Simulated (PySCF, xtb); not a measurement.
B(H)(Me)(SH) (CH5BS), SMILES CBS.

GFN2-xTB in xtb 6.7.1 at its own geometry gives an orbital gap of 4.35 eV and a dipole moment of 1.45 D.

Geometry optimised at PBE0-D3(BJ)/def2-TZVP. One conformer was computed; it need not be the lowest.

Q: What does r2SCAN/def2-TZVPD run with PySCF give? (Estimate from the structure and the level; the computed values follow.)

A: gap 5.79 eV (levels -7.20 and -1.41 eV), dipole 0.54 D.
